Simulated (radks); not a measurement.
Values are calculated unless marked as measured or tabulated.
Ionisation of Ne, [Ne], to Ne+, [He] 2s2 2p5, under several functionals. Dirac Kohn-Sham, spin-unpolarised, spherical densities, finite nucleus; open shells fill j = l - 1/2 first; a radial shooting solver on a logarithmic mesh with Libxc functionals.

| functional | E(Ne) (hartree) | Exc (hartree) | IE (eV) | -e(HOMO) (eV) | <r> HOMO (bohr) | IE error (eV) |
|---|---|---|---|---|---|---|
| B86b exchange with PBE correlation | -129.09761 | -12.48048 | 22.479 | 13.334 | 0.9818 | +0.914 |
| exchange-only LDA | -127.63548 | -10.95175 | 21.025 | 12.008 | 0.9908 | -0.539 |
| exchange-only B88 | -128.73737 | -12.10368 | 21.401 | 12.322 | 0.9873 | -0.163 |
| LDA (Slater exchange, Perdew-Zunger correlation) | -128.37222 | -11.71836 | 22.613 | 13.496 | 0.9826 | +1.049 |
| PBE | -129.01345 | -12.39166 | 22.436 | 13.298 | 0.9826 | +0.871 |
| Wu-Cohen GGA | -128.85610 | -12.23140 | 22.424 | 13.279 | 0.9807 | +0.859 |
| PBEsol | -128.67182 | -12.03474 | 22.360 | 13.235 | 0.9824 | +0.795 |

NIST Atomic Spectra Database: 21.565 eV (measured). Closest: exchange-only B88. The Delta-SCF values span 1.59 eV, the total energies 1.46 hartree. The highest occupied level is 2p3/2. Spin polarisation and multiplet splitting are left out, so open shells lie too high by an amount that depends on their filling.

Beside tabulated values, note that spin-unpolarised runs miss the spin-polarisation part of the exchange energy of open shells.
